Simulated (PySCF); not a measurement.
Ionisation energy of Ne²⁺ by level of theory

Ne²⁺ [He] 2s2 2p4 (3P) → Ne³⁺ [He] 2s2 2p3 (4S), as a difference of total energies. Computed with PySCF 2.14 in aug-cc-pVTZ-DK (5s4p3d2f, 46 functions), with the spin-free X2C one-electron Hamiltonian (Gaussian nucleus). Correlated levels: valence: 1s2 frozen. The calculations carry no spin-orbit coupling.

```tsv
method	ionisation energy (eV)
UHF	61.822
LDA	63.599
PBE	63.861
PBE0	63.716
r2SCAN	63.602
B3LYP	64.032
BP86	64.019
PBEsol	63.484
MP2 (valence)	63.013
```

Estimate what MN15 gives.

63.787 eV, closest to PBE0 among the rows shown.

Estimate what SCS-MP2 (valence) gives.

63.116 eV, closest to MP2 (valence) among the rows shown.

A first-order spin-orbit estimate (lowest level to lowest level, LS coupling) adds 0.037 eV.

Errors of the correlated levels include the incompleteness of this basis and the frozen core.

For comparison: 63.423 eV (measured; NIST Atomic Spectra Database, ionization energies).
